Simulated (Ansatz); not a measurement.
One change: `[Br][SnH3]` becomes `[Cl][SnH3]`.

Ansatz, PBE0-D4/def2-TZVP geometries, multiplicity 1. 

Elements past krypton have def2 core potentials. Scalar relativity is left out up to krypton.

| property | `[Br][SnH3]` |
| --- | --- |
| ideal-gas entropy at 298 K and 1 bar (rigid rotor, harmonic PBE0-D4/def2-TZVP) / J/(mol·K) | 288 |
| HOMO–LUMO gap (PBE0/def2-TZVPP) / eV | 7.08 |
| zero-point energy (PBE0-D4/def2-TZVP) / kJ/mol | 55.2 |
| size of the dipole moment (B3LYP/def2-TZVPP) / D | 2.31 |
| size of the dipole moment (PBE/def2-TZVPP) / D | 2.20 |
| LUMO energy (PBE/def2-TZVPP) / eV | -1.91 |

Task: Give the same properties after the change, and the shifts. (An estimate is asked.)

Result: Ansatz gave: 
| property | `[Cl][SnH3]` | shift |
| --- | --- | --- |
| ideal-gas entropy at 298 K and 1 bar (rigid rotor, harmonic PBE0-D4/def2-TZVP) / J/(mol·K) | 276 | -12 |
| HOMO–LUMO gap (PBE0/def2-TZVPP) / eV | 7.76 | 0.68 |
| zero-point energy (PBE0-D4/def2-TZVP) / kJ/mol | 56.2 | 1.0 |
| size of the dipole moment (B3LYP/def2-TZVPP) / D | 2.45 | 0.14 |
| size of the dipole moment (PBE/def2-TZVPP) / D | 2.35 | 0.15 |
| LUMO energy (PBE/def2-TZVPP) / eV | -1.70 | 0.21 |

With PBE0 the HOMO falls by 0.47 eV and the LUMO rises by 0.21 eV, so the gap widens by about 0.68 eV. PBE moves the HOMO by -0.37 eV and ωB97M-V by -0.50 eV. Dipoles are sizes alone; their direction can turn.

B3LYP here is the variant with VWN-RPA as its local correlation; programs differ in this.

Spin–orbit coupling is left out; it splits and shifts lone-pair levels of the heavy atoms by tenths of an eV.
